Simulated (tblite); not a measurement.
Level: GFN2-xTB in tblite, geometry and Hessian alike; calculated harmonic values, unscaled, isolated species. This tight-binding method is rough: wavenumbers can miss measured ones by several per cent, in bad cases by 10 to 20. Modes of hydrogen on phosphorus can be 10 to 20 % off. One conformer each. Thermal functions are those of the rigid rotor and harmonic oscillator, without mixing of conformers.

Question: Order these by their ideal-gas entropy at 298.15 K and 1 bar, highest first (cal/(mol K)).
A. `C([P@H+](CP)C)CCC`
B. `C#Cc1cccc(F)c1`
C. `FCCC[C+]1C=CC=C(F)C1`
D. `CCC1=CC=CC([O-])=C1`
E. `CCC[P@H+](C)CCP`
F. `C=Cn1nc(C)c(SC)n1`
G. `CCCC[P@](=O)([O-])C(F)(F)F`

Answer: G (117.1), A (113.4), E (110.8), F (105.8), C (104.2), D (90.6), B (85.8).

```
                    SMILES  atoms  mass (u)  symmetry number  modes under 300 cm⁻¹  ZPE (kcal/mol)  S translation (cal/(mol K))  S rotation  S vibration      S    Cp
CCCC[P@](=O)([O-])C(F)(F)F     20    189.03                1                    12            89.3                         41.6        31.1         44.3  117.1  46.8
          CCCC[P@@H+](C)CP     25    151.08                1                    13           132.6                         41.0        30.4         42.0  113.4  47.6
           CCC[P@H+](C)CCP     25    151.08                1                    12           132.7                         41.0        30.2         39.6  110.8  47.5
         C=Cn1nc(C)c(SC)n1     19    155.05                1                     9            90.7                         41.1        30.2         34.5  105.8  40.9
      FCCC[C+]1C=CC=C(F)C1     22    157.08                1                     7           109.0                         41.1        30.9         32.2  104.2  42.4
          CCc1cccc([O-])c1     18    121.07                1                     5            90.4                         40.3        29.0         21.4   90.6  33.7
            C#Cc1cccc(F)c1     14    120.04                1                     3            61.5                         40.3        28.9         16.6   85.8  31.4
```

Entropies and Cp are for 298.15 K and 1 bar.
